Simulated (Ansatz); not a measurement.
C₄H₉InO (SMILES C=[CH][In]([OH])[CH2]C), singlet, at a GFN2-xTB geometry (such geometries of metal compounds can be far from the true shape) (all electrons, no relativity); CASSCF(4,4)/STO-3G run with Ansatz (a quantum-chemistry and plane-wave program).

Ansatz was given this input:
Ansatz 0.2 input:
```yaml
crystal:
  periodic: [false, false, false]
  atoms:
    - {symbol: In, position_ang: [0.01014709, -0.01061557, 0.15398033]}
    - {symbol: C, position_ang: [0.64059324, 0.63763044, -1.92311348]}
    - {symbol: C, position_ang: [0.94642673, 2.12240839, -1.90854499]}
    - {symbol: H, position_ang: [-0.16218427, 0.39171446, -2.61931500]}
    - {symbol: H, position_ang: [1.52253616, 0.05014664, -2.18284911]}
    - {symbol: H, position_ang: [1.68256350, 2.34984293, -1.13727708]}
    - {symbol: H, position_ang: [0.04644794, 2.69996933, -1.69410944]}
    - {symbol: H, position_ang: [1.34279743, 2.44618830, -2.87326768]}
    - {symbol: C, position_ang: [-1.03138140, -1.76638658, 1.09935721]}
    - {symbol: C, position_ang: [-1.45813187, -2.81699039, 0.42619701]}
    - {symbol: H, position_ang: [-1.16834366, -1.71364420, 2.17723938]}
    - {symbol: H, position_ang: [-1.95379190, -3.65339044, 0.90832934]}
    - {symbol: H, position_ang: [-1.33910093, -2.90397520, -0.64401922]}
    - {symbol: O, position_ang: [0.56902784, 1.32617716, 1.49215587]}
    - {symbol: H, position_ang: [0.39460579, 1.18392299, 2.41961092]}
basis:
  gaussian:
    orbitals: STO-3G
hamiltonian:
  xc: hf
magnetization: {spin_polarized: false}
correlation: {active_space: {window: {electrons: 4, orbitals: 4}}}
```

The log (banner, timings and long lists left out):

```
Functional definition: HF
839 factors; integrals over basis functions are off by at most 1.2e-4 eV
mean field evaluation 1: about -160857.9600 eV, gradient 2.7e1 eV
mean field evaluation 2: about -160858.1593 eV, gradient 2.7e1 eV
mean field evaluation 4: about -160861.1843 eV, gradient 2.2e0 eV
mean field evaluation 8: about -160861.2076 eV, gradient 5.8e-2 eV
mean field -160861.20759670 eV, -5911.5403435360 hartree, gradient 2.3e-6 eV, S^2 0.000000; 0 other end points of the search recorded, 0 dependent functions left out
reference -160861.20759670 eV, -5911.5403435360 hartree; 45, 45 occupied and 16, 16 virtual orbitals, 839 factors
state -160863.00827382 eV, -5911.6065171997 hartree
2 active orbitals were swapped for others, from the solution at -160862.84631682 eV, -5911.6005653896 hartree to that at -160863.00827382 eV, -5911.6065171997 hartree; typed "places" are swapped only where nearly empty or full, and so, without "given_window_search", are "orbital_numbers", "shells" and a window whose orbitals a file names under [Active]
Total energy: -160863.00827382 eV, -5911.6065171997 hartree
```
